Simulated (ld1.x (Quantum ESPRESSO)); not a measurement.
u(r) = r·R(r): atom against pseudo-atom (chromium (Cr))

Columns: radius, all-electron u(r) and pseudo u(r) of the 3p shell (level -45.35 eV) of chromium in the configuration [Ne] 3s2 3p6 3d5 4s1 4p0; LDA (PZ), scalar-relativistic, RRKJ scheme, ld1.x (Quantum ESPRESSO) 7.5.

```csv
r (bohr),all-electron,pseudo
0.090,0.4291,-0.0376
0.180,0.5504,-0.1444
0.270,0.2704,-0.3037
0.360,-0.1416,-0.4917
0.450,-0.5213,-0.6819
0.540,-0.8050,-0.8499
0.630,-0.9836,-0.9776
0.720,-1.0720,-1.0555
0.810,-1.0919,-1.0821
0.900,-1.0645,-1.0638
0.990,-1.0070,-1.0110
1.080,-0.9322,-0.9364
1.170,-0.8493,-0.8514
1.260,-0.7646,-0.7649
1.350,-0.6819,-0.6819
1.440,-0.6037,-0.6037
1.530,-0.5314,-0.5314
1.620,-0.4656,-0.4656
1.710,-0.4063,-0.4063
1.800,-0.3535,-0.3535
1.890,-0.3067,-0.3067
1.980,-0.2655,-0.2655
2.070,-0.2295,-0.2295
2.160,-0.1980,-0.1980
2.250,-0.1705,-0.1705
2.340,-0.1468,-0.1468
```

How many radial nodes do the two functions have?

The all-electron 3p function has n − l − 1 = 1; the pseudo-wave has 0, since the states of the same l below it are removed with the core.

At about which radius was the pseudo-wave matched?

1.35 bohr, where the columns begin to agree (steps of 0.09 bohr).

Where does each function peak?

Outermost all-electron maximum near 0.81 bohr, pseudo maximum near 0.81 bohr (to the table’s step).

Is the pseudo-wave norm-conserving?

Yes: the RRKJ scheme keeps the norm inside the radius equal to the all-electron one, which fixes the energy derivative of the logarithmic derivative at the level.
